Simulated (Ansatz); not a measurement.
Two structures of GaNH₆, singlet, reached by relaxing down either side of one saddle point (PBE0-D4/def2-TZVP). Energies are electronic, without zero-point energy. Computed with Ansatz 0.2.0 (basis: def2-TZVPP and def2-QZVPP); correlated methods freeze the cores. Filled d shells of the heavier atoms are correlated. The def2 sets are not built for correlating such inner shells, so the correlated values are less sure here. Extrapolation: Hartree–Fock as exp(−7.88 √X), correlation as X^−2.97. First:

```xyz
8
angstrom
Ga -0.4385 0.5725 -0.6525
N 1.3287 0.3819 -0.2862
H -1.0346 -0.3636 -1.7506
H -1.2092 1.6684 0.1491
H -0.8287 -1.4494 1.4739
H -1.5745 -1.4650 1.4219
H 1.9305 -0.2798 -0.7455
H 1.8262 0.9352 0.3902
```

Second:

```
8
angstrom
Ga -1.0884 0.1344 -0.2468
N 0.9944 -0.1229 0.2256
H -0.9668 0.1309 -1.8238
H -1.3166 1.5227 0.4760
H 1.1336 -0.1477 1.2292
H -1.6456 -1.1680 0.4567
H 1.3456 -0.9898 -0.1648
H 1.5437 0.6405 -0.1520
```

Question: Which bonds change from the first to the second?

Answer: GaNH₄ ([NH2][GaH2]) + H₂ → GaH₃ + NH₃ (still joined by a long Ga–N bond); bonds formed: Ga1–H6, N2–H5; bonds broken: H5–H6; bonds weakened to dative contacts: Ga1–N2.

Question: Give the saddle point's structure and its height above each. (Judge from chemistry; the value comes from the calculation.)

Answer: By the calculation: 1.095 eV above the first and 1.680 eV above the second (CCSD(T) at an estimated basis limit (MP2 extrapolated from triple and quadruple zeta, plus CCSD(T) − MP2 in triple zeta)).
Ga1  (-0.802, 0.335, -0.432)
N2  (1.056, -0.031, 0.131)
H3  (-1.212, -0.402, -1.745)
H4  (-1.388, 1.648, 0.173)
H5  (0.030, -0.753, 0.809)
H6  (-0.929, -0.945, 0.925)
H7  (1.674, -0.530, -0.494)
H8  (1.571, 0.678, 0.632)
(Å)

T1 diagnostic: at most 0.015.

Labels in which every atom is bracketed show which atoms are joined, not bond orders.

For scale, one of the runs: CCSD(T)/def2-TZVPP, 163 basis functions, launched by `ansatz run in.yaml --threads 2 --pin off --events-out ev --progress --plain --max-ram 4352MiB`. Time: 34 s of wall clock on 2 CPU threads of an Intel Xeon Platinum 8375C; the host was shared. Peak host memory: 1.2 GiB.
